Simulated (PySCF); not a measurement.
CH4MgS, SMILES C[S][MgH]. Atoms are numbered in the order given.

```xyz
7

Mg    -0.2819     0.2954     1.5807
H     -0.9737     0.8493     3.0201
S      0.6242    -0.4358    -0.3955
C     -0.5490     0.2426    -1.6503
H     -0.9734    -0.5854    -2.2145
H      0.0028     0.8908    -2.3281
H     -1.3662     0.8168    -1.2154
```

Geometry: B3LYP-D3(BJ)/def2-TZVP. The geometry has at least one imaginary mode, so it is a saddle point at that level.

Computed with PBE0/pcJ-1 (PySCF).

Isotropic couplings with Fermi-contact, spin-dipole and both spin-orbit terms, one fixed conformer, no vibrational averaging. Isotopes: 13C, 1H.

Estimate the spin–spin coupling constants. (Estimate from the structure and the level; the computed values follow.)


| pair | bonds apart | J (Hz) |
|---|---|---|
| C4–H5 | 1 | 141.6 |
| C4–H6 | 1 | 141.6 |
| C4–H7 | 1 | 132.4 |
| H5–H6 | 2 | -12.3 |
| H5–H7 | 2 | -13.2 |
| H6–H7 | 2 | -13.3 |
| H2–C4 | 3 | -0.9 |
